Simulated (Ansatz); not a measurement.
Reaction (cleavage of the Al–Si bond): `[SiH3][O][AlH][SiH3]` + H–F → `[F][AlH][O][SiH3]` + SiH₄

Isolated molecules relaxed with PBE0-D4/def2-TZVP in Ansatz; ΔE leaves out vibrations. CCSD(T)/CBS adds triple-zeta CCSD(T) − MP2 to the extrapolated MP2 energy (def2 sets, frozen cores). This one scheme is used for every species. Functionals use def2-TZVPP. B3LYP here is the variant with VWN-RPA as its local correlation; programs differ in this. One conformer a species, not always the lowest.

`[SiH3][O][AlH][SiH3]`:

Z-matrix (Å, degrees):
```
Si
O 1 1.625
H 1 1.489 2 110.7
H 1 1.487 2 109.8 3 120.0
H 1 1.487 2 109.9 3 -120.1
Al 2 1.686 1 164.5 3 -3.5
Si 6 2.452 2 118.0 1 -3.0
H 6 1.583 2 116.8 1 177.7
H 7 1.491 6 111.5 2 140.2
H 7 1.490 6 112.2 2 18.8
H 7 1.492 6 110.3 2 -101.0
```

H–F:

Z-matrix (Å, degrees):
```
F
H 1 0.920
```

`[F][AlH][O][SiH3]`:

```xyz
8

F    -1.794   -2.267   -0.166
Al   -0.212   -1.820   -0.133
O     0.170   -0.199   -0.011
Si    0.221    1.424    0.104
H     0.891   -2.923   -0.215
H     0.521    1.816    1.506
H     1.285    1.953   -0.788
H    -1.083    2.016   -0.296
```

SiH₄:

```xyz
5

Si    0.000    0.000    0.000
H     1.322    0.379   -0.559
H    -0.895   -0.438   -1.101
H    -0.599    1.170    0.690
H     0.172   -1.111    0.969
```

```json
{"level": "PBE-D4", "ΔE (eV)": "-1.72"}
{"level": "B3LYP-D4", "ΔE (eV)": "-1.97"}
{"level": "ωB97M-V", "ΔE (eV)": "-2.01"}
{"level": "PBE", "ΔE (eV)": "-1.76"}
{"level": "r2SCAN", "ΔE (eV)": "-1.96"}
{"level": "PBE0", "ΔE (eV)": "-1.79"}
{"level": "HF/def2-TZVPP", "ΔE (eV)": "-2.18"}
{"level": "MP2/CBS(def2)", "ΔE (eV)": "-2.02"}
```

(1) What does CCSD(T)/CBS give? (Estimate.)

Largest T1 diagnostic among the species: 0.013.

Answers

(1) Ansatz gave: -1.93 eV. The listed levels differ from it by 0.21, -0.04, -0.08, 0.17, -0.03, 0.14, -0.25, -0.09 eV.

In def2-TZVPP, CCSD(T) changes the Hartree–Fock value by +0.24 eV (the triples alone add +0.03 eV) and MP2 by +0.15 eV. From PBE to PBE0 (25 % exact exchange), in def2-TZVPP and without D4, ΔE moves by −0.04 eV.
